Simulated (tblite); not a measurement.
Compound: C₈H₁₂OSi.
Cartesian coordinates in Å at the GFN2-xTB level; atoms count from 1:
```
atom  x, y, z in Å
C1     4.1720    0.8734    0.4335
O2     2.8183    0.5996    0.2601
Si3    2.1204   -0.8525    0.0678
C4     0.2955   -0.4393   -0.0568
C5    -0.6223   -1.4698   -0.2318
C6    -1.9771   -1.2180   -0.3157
C7    -2.4635    0.0821   -0.2271
C8    -3.9368    0.3473   -0.2988
C9    -1.5532    1.1158   -0.0564
C10   -0.1970    0.8581    0.0270
H11    4.5213    0.4949    1.3972
H12    4.3080    1.9553    0.4033
H13    4.7711    0.4138   -0.3561
H14    2.4024   -1.7357    1.2103
H15    2.6225   -1.5180   -1.1434
H16   -0.2625   -2.4863   -0.3028
H17   -2.6714   -2.0363   -0.4502
H18   -4.1354    1.4077   -0.4330
H19   -4.3869   -0.2029   -1.1233
H20   -4.4215    0.0216    0.6221
H21   -1.9115    2.1341    0.0128
H22    0.4972    1.6744    0.1595
```

All values are computed: GFN2-xTB (tblite) harmonic vibrations without scaling, gas phase. Against measured fundamentals such values can be off by several per cent, at times by over 20. Modes of hydrogen on silicon can be 10 to 20 % off. One conformer, not necessarily the lowest. The optimisation stopped once no atom felt more than 0.01 eV/Å.

Lowest wavenumbers of the output (negative numbers stand for imaginary wavenumbers):
```
mode    cm-1
  1     -20.2
  2      34.5
  3      68.2
  4      83.1
  5      96.5
  6     114.3
  7     214.0
  8     241.8
```

Question: Is this structure a minimum?

Answer: Not by this Hessian. 1 mode is imaginary beyond 20i (20i cm⁻¹), so at this level the point lies at or near a first-order saddle. The curvature is small, so loose convergence or finite differences may be the whole cause.

Question: Which atoms move in the imaginary mode?

Answer: 20i: H20 (methyl hydrogen) 36 %, H19 (methyl hydrogen) 34 %, H18 (methyl hydrogen) 28 %. These are shares of the mass-weighted motion.

Question: What is the remedy?

Answer: Step along that mode in both directions, optimise again with tighter thresholds and repeat the frequencies. The zero-point energy of this point (108.3 kcal/mol) counts the 59 real modes alone, and thermal corrections from it aren't those of a minimum.

The run took 1.9 s wall on one thread of an Arm Neoverse N1 (shared host). The figure is for the frequency step alone.
